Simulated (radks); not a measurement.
The numbers below are computed, except where a source is named.
Question: The mean radii <r> (bohr) of the occupied orbitals of an atom or ion are listed with their occupations. Level of theory: scalar-relativistic Kohn-Sham, SCAN, spin-polarised, spherical densities, finite nucleus; meta-GGA in the generalised Kohn-Sham scheme; Fermi nuclear charge, rms radius of each element as measured or else 0.836 A^(1/3) + 0.57 fm (a radial shooting solver on a logarithmic mesh with Libxc functionals).

| orbital | occ. | <r> |
|---|---|---|
| 1s up | 1 | 0.03111 |
| 1s down | 1 | 0.03111 |
| 2s up | 1 | 0.1348 |
| 2s down | 1 | 0.1348 |
| 2p up | 3 | 0.1177 |
| 2p down | 3 | 0.1177 |
| 3s up | 1 | 0.3676 |
| 3s down | 1 | 0.3676 |
| 3p up | 3 | 0.3670 |
| 3p down | 3 | 0.3670 |
| 3d up | 5 | 0.3458 |
| 3d down | 5 | 0.3458 |
| 4s up | 1 | 0.9130 |
| 4s down | 1 | 0.9123 |
| 4p up | 3 | 0.9968 |
| 4p down | 3 | 0.9965 |
| 4d up | 5 | 1.300 |
| 4d down | 4 | 1.308 |

Name the element and its charge. Open shells, if any, are filled with parallel spins first.

Answer: Z = 47, silver, charge +2: Ag2+ in [Kr] 4d9. The 1s radius gives Z: for a bare nucleus <r> = (2 gamma + 1)/(2Z) with gamma = sqrt(1 - (Z/c)^2), 0.03062 bohr for Z = 47, and screening makes it slightly larger (0.03111 here). The occupations add up to 45, and the charge is Z minus that.
